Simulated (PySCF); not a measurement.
# Adding and removing an electron: InPb

r²SCAN; basis In cc-pVDZ-PP with ECP28, Pb cc-pVDZ-PP with ECP60; scalar-relativistic core potentials; PySCF 2.14. Neutral (UKS): quartet (σ ↑, π ↑↑), Re = 2.907 Å, ωe = 128 cm⁻¹, De = 2.04 eV, HOMO -4.47 eV, LUMO -2.84 eV.

InPb⁺ (UKS): triplet (σ ↑, π ↑), Re = 3.298 Å, ωe = 75.3 cm⁻¹. The energies at the minima are -383.17155 hartree for InPb and -382.92743 for InPb⁺.

(1) Work out the adiabatic ionisation energy, without and with harmonic zero-point energies (1 hartree = 27.2114 eV, 1 eV = 8065.5 cm⁻¹), and the change of the bond length.

Spin–orbit coupling is left out, which matters for elements this heavy, above all for dissociation energies. States were picked by a PBE0 search and need not be the measured ground states.

Results:

(1) At r²SCAN: 0.24412 hartree = 6.643 eV between the minima; the zero-point term (75.3 − 128.0)/2 cm⁻¹ = -0.003 eV makes it 6.640 eV. Re changes by +39.1 pm against the neutral. The electron leaves a π orbital, and the ion is left as a loose complex of an ion and an atom.
